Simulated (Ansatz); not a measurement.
Ideal-gas functions of `C#[C][Ge]([Cl])([Cl])[C]#C` at 500 K and 1 bar, from an Ansatz frequency run at PBE0-D4/def2-TZVP.

Molar mass 193.58 g/mol, point group C2v (symmetry number 2), electronic degeneracy 1, moments of inertia 428.123, 450.281, 456.766 u Å². Harmonic wavenumbers (cm⁻¹, unscaled): 79, 91, 98, 131, 148, 276, 288, 334, 351, 420, 449, 527, 560, 738, 738, 739, 740, 2177, 2178, 3465, 3465.

Use S(trans) = R[1.5 ln M + 2.5 ln T − 1.1517]; rotational temperatures θ = 24.2544 K / I; S(rot) = R[ln(√π/σ · √(T³/θAθBθC)) + 1.5]; for each mode x = 1.438777 ν̃/T, S = R[x/(eˣ − 1) − ln(1 − e⁻ˣ)] and H = RT x/(eˣ − 1); 1 cm⁻¹ = 0.0119627 kJ/mol; R = 8.31446 J/(mol·K).

Q: By hand: the entropy, in J/(mol·K).

A: Translation 185.3. Rotation: θ = 0.0567, 0.0539, 0.0531 K, giving 125.3. Vibration, mode by mode: 20.65, 19.48, 18.87, 16.48, 15.47, 10.45, 10.11, 8.96, 8.58, 7.23, 6.74, 5.61, 5.19, 3.46, 3.46, 3.45, 3.44, 0.12, 0.11, 0.00, 0.00, in all 167.8. Electronic 0.0. Sum 478.4 J/(mol·K).

Q: By hand: H − E and G − E in kJ/mol, counted from the electronic energy.

A: Zero-point energy ½ × 17992 × 0.0119627 = 107.6; thermal vibration 40.5; translation, rotation and pV give 4 RT = 16.6. H − E = 164.7 kJ/mol, and G − E = 164.7 − 500 × 478.4/1000 = -74.5 kJ/mol.

Vibration gives 35 % of the entropy, 90.9 J/(mol·K) of it from the modes under 150 cm⁻¹: soft modes count most, and the harmonic formula is weakest for them.
